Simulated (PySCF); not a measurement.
FHMgO. Atoms are numbered in the order given.

```xyz
4

Mg     0.0208    -0.0318     0.0000
F     -0.0025    -1.8009     0.0000
O     -0.0860     1.7557     0.0000
H      0.4619     2.5450     0.0000
```

Geometry: PBE-D3(BJ)/def2-TZVP. One conformer was computed; it need not be the lowest.

Calculation: B3LYP/def2-TZVPD (PySCF).

Symmetry labels are those of the subgroup Cs that the program uses (full group Cs).

Computed valence orbital energies around the gap with their symmetry:
```json
[
 {"orbital": "HOMO−7", "symmetry": "A'", "energy (eV)": "-29.40"},
 {"orbital": "HOMO−6", "symmetry": "A'", "energy (eV)": "-25.36"},
 {"orbital": "HOMO−5", "symmetry": "A'", "energy (eV)": "-12.56"},
 {"orbital": "HOMO−4", "symmetry": "A'", "energy (eV)": "-10.39"},
 {"orbital": "HOMO−3", "symmetry": "A'", "energy (eV)": "-9.73"},
 {"orbital": "HOMO−2", "symmetry": "A\"", "energy (eV)": "-9.72"},
 {"orbital": "HOMO−1", "symmetry": "A'", "energy (eV)": "-8.23"},
 {"orbital": "HOMO", "symmetry": "A\"", "energy (eV)": "-8.04"},
 {"orbital": "LUMO", "symmetry": "A'", "energy (eV)": "-1.86"},
 {"orbital": "LUMO+1", "symmetry": "A'", "energy (eV)": "-0.03"},
 {"orbital": "LUMO+2", "symmetry": "A\"", "energy (eV)": "0.03"},
 {"orbital": "LUMO+3", "symmetry": "A'", "energy (eV)": "0.30"}
]
```
